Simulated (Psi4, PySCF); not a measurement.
Here is a job for Psi4.
```
memory 2 GB

molecule {
0 2
O     0.93516458   -0.41718063   -0.00427454
Si   -0.41130666    0.26471841    0.00831062
H    -1.72302340   -0.36861259   -0.08215239
}

set {
  basis def2-svp
  reference uks
  scf_type pk
  puream true
  d_convergence 1e-8
  dft_radial_points 99
  dft_spherical_points 590
}

energy('cam-b3lyp')
print_variables()
```

Convert this to an input for PySCF.

Several could match; the one computed here: 
```python
from pyscf import gto, scf, dft

mol = gto.Mole()
mol.atom = '''
    O     0.93516458   -0.41718063   -0.00427454
    Si   -0.41130666    0.26471841    0.00831062
    H    -1.72302340   -0.36861259   -0.08215239
'''
mol.basis = 'def2-svp'
mol.spin = 1
mol.verbose = 3
mol.build()

mf = dft.UKS(mol)
mf.xc = 'camb3lyp'
mf.grids.atom_grid = (99, 590)
mf.grids.prune = None
mf.kernel()
```

Both were run: Psi4 gave -365.081113 Eh and PySCF -365.081113 Eh, 0.000 mEh apart.
